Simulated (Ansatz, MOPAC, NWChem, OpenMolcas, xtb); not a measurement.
**InCl (SMILES [Cl][In]): the equilibrium bond length, rung by rung**

InCl, singlet, SMILES `[Cl][In]`. Each level relaxes the structure for itself.

Each level gives the equilibrium bond length (Å). The values are calculated.

```
                                                                                                      level            kind     program  value (Å)
                                                                                                        PM3  semi-empirical       MOPAC      2.403
                                                                                                        PM6  semi-empirical       MOPAC      2.403
                                                                                                        PM7  semi-empirical       MOPAC      2.425
                                                                                                   GFN2-xTB  semi-empirical         xtb      2.387
                                                                           r2SCAN/def2-SVP (core potential)        meta-GGA      Ansatz      2.429
r2SCAN/6-31G*/SBKJC-VDZ (density fitting with weigend coulomb fitting, core potential, spherical functions)        meta-GGA      NWChem      2.439
                                          B3LYP-D3(BJ)/6-31G*/LANL2DZ (core potential, spherical functions)   global hybrid      NWChem      2.421
                                                                     B3LYP-D3(BJ)/def2-SVP (core potential)   global hybrid      NWChem      2.447
                                                                         PBE0-D4/def2-TZVP (core potential)   global hybrid      Ansatz      2.414
                                                              CASSCF(6,6)/ANO-RCC-VDZP (DKH2, RICD fitting)  multireference  OpenMolcas      2.457
```

The values span 2.387 to 2.457 Å.
